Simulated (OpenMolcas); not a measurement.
## P IV: effect of the IPEA shift

| Item | Value |
| --- | --- |
| Program | OpenMolcas 26.06 |
| Basis | ANO-RCC-VTZP [5s4p2d1f] |
| Scalar Hamiltonian | DKH2, point nucleus |
| Active space | 2 electrons in 8 orbitals (3s 3p 4s 4p) |
| State averaging | 2S+1 = 3 even, 3 roots; 2S+1 = 1 even, 7 roots; 2S+1 = 3 odd, 3 roots; 2S+1 = 1 odd, 3 roots |
| Spin-orbit coupling | state interaction with AMFI integrals over the reference wave functions, term energies averaged over their components |

Methods on the same reference wave functions:
A. CASSCF
B. MS-CASPT2, IPEA 0 Eh, imaginary shift 0.1 Eh (closed shells correlated: 2s 2p)
C. MS-CASPT2, IPEA 0.25 Eh, imaginary shift 0.1 Eh (closed shells correlated: 2s 2p)

Energies in cm-1 above 3s2 1S0, the measured ground level; measured values from Martin, Zalubas and Musgrove, J. Phys. Chem. Ref. Data 14, 751 (1985).

```tsv
Level	A	B	C	Measured
3s2 1S0	0.0	0.0	0.0	0.0
3s 3p 3P* 0	67785	67298	67340	67918
3s 3p 3P* 1	67985	67498	67539	68146
3s 3p 3P* 2	68389	67902	67944	68615
3s 3p 1P* 1	117321	107763	108068	
3p2 3P0	165958	165090	165166	164941
3p2 3P1	166160	165294	165371	165185
3p2 3P2 [71 %]	166547	165751	165939	165654
3p2 1D2 [71 %]	179506	164506	165333	158142
```

Deviations, from unrounded energies. A percentage is the sum of absolute deviations over the sum of measured energies, with the sign that they share, or ± where signs differ.

```tsv
Against measurement	Levels	A	B	C
mean absolute deviation (cm-1)	7	3500	1200	1400
other configurations (%)	7	±2.9	±1.0	±1.1
```

B lies closest to measurement on these levels and A furthest from it. The largest miss of B in the table is 3p2 1D2 [71 %], by +6400 cm-1. The ranking rests on the paired levels alone, and a cruder setting can come out closer through cancelling errors.

Between B and C the level of the table that moves most is 3p2 1D2 [71 %], by 830 cm-1 (lowest in B, highest in C).

The lowest spin-free term lies below A's lowest term by 0.019 hartree in B, 0.019 hartree in C.

Over all roots computed the reference weight is 0.89 to 1.00 in B, 0.90 to 1.00 in C; the roots of lowest weight are the least certain, and an intruder state may touch them. Active for correlation alone: 4p 4s; no level in the range computed is led by a configuration that fills them, so any true level of that kind is missing. The ¹D term of p² mixes with s d, which this space lacks. Some levels mix across a computed gap that differs much from the measured one, so their mixing is not that of the real levels (holds for B; C). Computed and measured levels are paired by configuration, term and J; levels that our copy of the source lacks, or whose pairing is in doubt (as where it misses far off the trend of its configuration), stay unpaired and out of the deviations. Levels of configurations outside the active space are missing. Levels that lie high or do not pair safely by name in every column are left out.

A share in square brackets marks a mixed level and gives the weight of the term that names it, the lowest over the columns. * marks odd parity.
